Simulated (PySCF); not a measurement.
Species: C2H7ClSi2.
Numbering: `[Cl:1][CH:2]1[SiH2:3][CH2:4][SiH2:5]1` (hydrogens: H6 on C2; H7, H8 on Si3; H9, H10 on C4; H11, H12 on Si5)

Computed by this run: PySCF, PBE0-D3(BJ)/def2-SVP geometry optimisation, gas phase; density fitting, grid level 1; the optimiser is geomeTRIC in internal coordinates, started from a GFN2-xTB structure with every atom displaced at random (about 0.01 Å).

Step 9: E = -30442.2645 eV
```
atom  x, y, z in Å  |  force x, y, z in eV/Å
Cl1     1.4510   -2.3851    0.6264    0.001  -0.016   0.005
C2      0.8657   -0.9677   -0.2828   -0.009   0.029  -0.029
Si3     0.9515    0.7544    0.5590    0.013  -0.060   0.004
C4     -0.8586    1.1025    0.0849   -0.005  -0.004   0.050
Si5    -1.0239   -0.7067   -0.4884   -0.001   0.039  -0.048
H6      1.3659   -0.9649   -1.2652    0.013   0.000   0.011
H7      1.1420    0.6248    2.0328   -0.003   0.005   0.001
H8      1.9817    1.6763   -0.0107   -0.012   0.018   0.001
H9     -0.9996    1.8386   -0.7207    0.028   0.005  -0.012
H10    -1.4968    1.3924    0.9328   -0.030   0.008  -0.018
H11    -1.4954   -0.8603   -1.8996   -0.018  -0.027   0.010
H12    -1.8376   -1.5669    0.4180    0.024   0.006   0.026
```

Step 10: E = -30442.2677 eV
```
atom  x, y, z in Å  |  force x, y, z in eV/Å
Cl1     1.5265   -2.3815    0.5417   -0.010  -0.026   0.000
C2      0.8649   -0.9562   -0.2951   -0.011   0.040  -0.038
Si3     0.9461    0.7501    0.5754    0.003  -0.144  -0.007
C4     -0.8455    1.1132    0.0464   -0.019  -0.015   0.103
Si5    -1.0309   -0.7153   -0.4605    0.043   0.063  -0.062
H6      1.3206   -0.9102   -1.2989    0.026   0.008   0.020
H7      1.0584    0.5643    2.0515   -0.004   0.031   0.005
H8      2.0218    1.6686    0.0929   -0.022   0.035  -0.012
H9     -0.9612    1.8191   -0.7888    0.036   0.009  -0.032
H10    -1.4941    1.4428    0.8713   -0.042   0.030  -0.022
H11    -1.5395   -0.9224   -1.8516   -0.028  -0.035   0.017
H12    -1.8210   -1.5352    0.5021    0.029   0.004   0.027
```

Step 11: E = -30442.2727 eV
```
atom  x, y, z in Å  |  force x, y, z in eV/Å
Cl1     1.5846   -2.3763    0.4587   -0.025  -0.032  -0.001
C2      0.8653   -0.9434   -0.3119   -0.003   0.026  -0.041
Si3     0.9390    0.7422    0.5938   -0.010  -0.174  -0.016
C4     -0.8322    1.1223    0.0114   -0.043  -0.028   0.138
Si5    -1.0356   -0.7203   -0.4381    0.083   0.071  -0.061
H6      1.2866   -0.8580   -1.3288    0.030   0.022   0.024
H7      0.9820    0.5048    2.0664   -0.003   0.047   0.007
H8      2.0462    1.6617    0.1929   -0.024   0.041  -0.022
H9     -0.9122    1.8013   -0.8497    0.040   0.007  -0.048
H10    -1.4985    1.4875    0.8063   -0.039   0.049  -0.023
H11    -1.5898   -0.9863   -1.8011   -0.031  -0.031   0.021
H12    -1.7895   -1.4981    0.5864    0.026   0.001   0.021
```

Step 12: E = -30442.2804 eV
```
atom  x, y, z in Å  |  force x, y, z in eV/Å
Cl1     1.6330   -2.3718    0.3505   -0.038  -0.030  -0.006
C2      0.8671   -0.9233   -0.3426    0.005  -0.045  -0.034
Si3     0.9250    0.7246    0.6222   -0.019  -0.110  -0.012
C4     -0.8156    1.1327   -0.0292   -0.092  -0.053   0.136
Si5    -1.0386   -0.7222   -0.4177    0.136   0.071  -0.023
H6      1.2622   -0.7883   -1.3649    0.024   0.044   0.024
H7      0.8912    0.4264    2.0843    0.000   0.048   0.005
H8      2.0543    1.6545    0.3192   -0.018   0.031  -0.029
H9     -0.8276    1.7784   -0.9193    0.031  -0.005  -0.058
H10    -1.5182    1.5413    0.7112   -0.007   0.070  -0.015
H11    -1.6685   -1.0753   -1.7262   -0.024  -0.008   0.014
H12    -1.7183   -1.4398    0.6988    0.003  -0.014  -0.003
```

Problem. Estimate the geometry and energy of step 13. (The exact step hangs on the optimiser's Hessian estimate; all steps are aligned on step 12, rigid shifts and turns removed.)

Solution. E = -30442.2853 eV, largest force 0.108 eV/Å
```
atom  x, y, z in Å  |  force x, y, z in eV/Å
Cl1     1.5934   -2.3855    0.3695   -0.024   0.000  -0.026
C2      0.8688   -0.9246   -0.3478   -0.007  -0.077  -0.001
Si3     0.9230    0.7197    0.6235   -0.012  -0.003   0.017
C4     -0.8223    1.1313   -0.0149   -0.065  -0.058   0.052
Si5    -1.0351   -0.7166   -0.4322    0.100   0.036   0.022
H6      1.2931   -0.7962   -1.3583    0.015   0.035   0.011
H7      0.9191    0.4402    2.0893   -0.001   0.019  -0.003
H8      2.0312    1.6649    0.2890   -0.006   0.010  -0.017
H9     -0.8178    1.7852   -0.9003    0.010  -0.007  -0.036
H10    -1.5357    1.5344    0.7181    0.018   0.059  -0.009
H11    -1.6737   -1.0692   -1.7364   -0.018   0.004   0.003
H12    -1.6980   -1.4464    0.6868   -0.011  -0.018  -0.015
```

The energy changes by -0.0049 eV. The first-order estimate −F·Δx gives -0.0081 eV and the mean of the old and new forces, exact on a quadratic surface, -0.0051 eV. The step makes an angle of 72° with the force vector and moves no atom by more than 0.046 Å.

The cost below is that of the whole optimisation. Time: 2.6 min; peak memory 0.52 GiB. Hardware: one thread, Arm Neoverse N1 (aarch64), shared host with 64 logical CPUs at a one-minute load of 61.
